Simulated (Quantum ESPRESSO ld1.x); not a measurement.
The numbers below are computed, except where a source is named.
Species: Cs+. Configuration: [Xe]. Code: ld1.x of Quantum ESPRESSO 7.5. Model: Dirac Kohn-Sham, relativistic LDA (MacDonald-Vosko exchange, VWN5 correlation), spin-unpolarised, spherical densities, point nucleus. Some entries of the table are withheld. Estimate them.

| orbital | occ. | eigenvalue (eV) | <r^2> (bohr^2) |
|---|---|---|---|
| 1s1/2 | 2 | -35562.2 | 0.0009319 |
| 2s1/2 | 2 | -5588.59 | 0.01486 |
| 2p1/2 | 2 | -5264.74 | (1) |
| 2p3/2 | 4 | -4915.97 | (2) |
| 3s1/2 | 2 | -1166.27 | 0.1028 |
| 3p1/2 | 2 | -1029.77 | (3) |
| 3p3/2 | 4 | -962.907 | (4) |
| 3d3/2 | 4 | -721.064 | 0.08733 |
| 3d5/2 | 6 | -706.795 | 0.08959 |
| 4s1/2 | 2 | -224.139 | 0.5476 |
| 4p1/2 | 2 | -174.991 | 0.5932 |
| 4p3/2 | 4 | -161.223 | 0.6396 |
| 4d3/2 | 4 | -80.9142 | 0.8057 |
| 4d5/2 | 6 | -78.6225 | 0.8262 |
| 5s1/2 | 2 | -32.0740 | 3.402 |
| 5p1/2 | 2 | -19.9835 | 4.585 |
| 5p3/2 | 4 | -18.3010 | 5.028 |

Answer. 
(1) 2p1/2 <r^2> (bohr^2): 0.01094
(2) 2p3/2 <r^2> (bohr^2): 0.01221
(3) 3p1/2 <r^2> (bohr^2): 0.09735
(4) 3p3/2 <r^2> (bohr^2): 0.1052
